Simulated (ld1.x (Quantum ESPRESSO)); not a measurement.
What one change does to a pseudopotential (silver (Ag), PAW)

Ag (Z = 47), PAW, made with ld1.x (Quantum ESPRESSO) 7.5 (PBEsol, scalar-relativistic). Core [Kr], reference 4d10 5s0.75 5p0 (charge +0.25). Waves: 5s (bound): rcut 1.80, rcutus 2.20 bohr; 5s channel at 1.3 Ry: rcut 1.80, rcutus 2.20 bohr; 5p (bound, empty): rcut 2.40, rcutus 3.20 bohr; 5p channel at 0.45 Ry: rcut 2.40, rcutus 3.20 bohr; 4d (bound): rcut 1.10, rcutus 1.40 bohr; 4d channel at 2.65 Ry: rcut 1.10, rcutus 1.40 bohr. Local part: all-electron potential smoothed inside 1.15 bohr (lloc = -2). Core correction: a·sin(br)/r model core inside 0.70 bohr. Augmentation charge: BG, radius 1.10 bohr.

All-electron outer shells of the reference configuration (PBEsol, scalar-relativistic, ld1.x):

```csv
shell,level (eV),outermost node (bohr),outermost maximum (bohr)
4s,-96.88,0.44,0.82
4p,-60.44,0.44,0.87
4d,-9.37,0.43,1.04
5s,-6.03,1.11,2.46
5p,-1.90,1.25,3.49
```

Change: wave 5p channel at 0.45 Ry: rcut 2.40, rcutus 3.20 bohr becomes 5p channel at 5.77 Ry: rcut 2.40, rcutus 3.20 bohr.

Cutoffs: the cutoffs (Ry, on a coarse ladder) from which the occupation-weighted sum of valence levels, in a spherical-Bessel basis at the reference potential, stays within 10 and 1 mRy of its value at 400 Ry; they do not see the model core or the augmentation charge, which bear on the density cutoff. Errors are all-electron minus pseudo energies relative to the spin-unpolarised reference configuration.

Q: What does the change do?

A: The bound ghosts move from p, s to s; the number of tests that count goes from 6 to 3 (the test run of the changed file stopped, so its transferability is not established); the errors of the 3 common tests hardly move; the range in which the p phases agree narrows (upper end at the end of the scan → 2.3).

| quantity | base | changed |
| --- | --- | --- |
| cutoffs, loose and tight | 55 Ry, 100 Ry | not determined |
| bound ghosts | s, p | s (p not tested, overlap not positive) |
| tests counted (converged, no solver errors) | 6 of 7 | 3 of 7 (the test run stopped) |
| error for 4d10 5s1 5p0, meV [ΔE -1.30 eV] | +0.5 | +0.5 |
| error for 4d10 5s0 5p0, meV [ΔE 6.44 eV] | +8.5 | +8.5 |
| error for 4d9 5s0 5p0, meV [ΔE 28.55 eV] | -48 | -48 |
| s: phases at 3.51 bohr within 0.05 rad from the reference energy up to (Ry; the scan ends near 5) | to the end of the scan | to the end of the scan |
| p: phases at 3.51 bohr within 0.05 rad from the reference energy up to (Ry; the scan ends near 5) | to the end of the scan | 2.3 |
| d: phases at 3.51 bohr within 0.05 rad from the reference energy up to (Ry; the scan ends near 5) | to the end of the scan | to the end of the scan |
| lowest overlap eigenvalue by channel | s 0.41, p 0.30, d 0.08 | s 0.41, p -0.01, d 0.08 |

Base: Tests not counted: 4d9 5s1 5p1 (solver errors, printed error -2.5 eV). ld1.x warns that Blöchl-style (BG) augmentation functions are not a good idea. Changed file: the overlap operator is not positive definite in a basis up to 400 Ry (lowest eigenvalue p -0.01), so the file is unfit for use: the generalised eigenproblem breaks down once the basis is large enough, and its test numbers describe a broken file. ld1.x warns that Blöchl-style (BG) augmentation functions are not a good idea. A true bound ghost makes a file unfit for plane-wave use even where its test errors are small: the radial tests pick states by their node count and pass the ghost by. Where a test does run into it, the solver fails or the error is huge.
